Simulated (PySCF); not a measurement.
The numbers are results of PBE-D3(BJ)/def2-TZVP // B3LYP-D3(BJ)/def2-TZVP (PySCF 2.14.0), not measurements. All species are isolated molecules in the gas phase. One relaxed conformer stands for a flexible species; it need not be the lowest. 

Reference species (SMILES): `C=C1[C@H]2C[C@@H]12` (neutral, multiplicity 1).

```json
{
 "LUMO": "-0.46 eV",
 "HOMO": "-5.29 eV"
}
```

Changed species: `C#CCC=C`.

**Question.** Predict the effect on the LUMO and HOMO.

**Answer.** the LUMO falls by 0.53 eV, to -0.99 eV; the HOMO falls by 1.16 eV, to -6.45 eV.
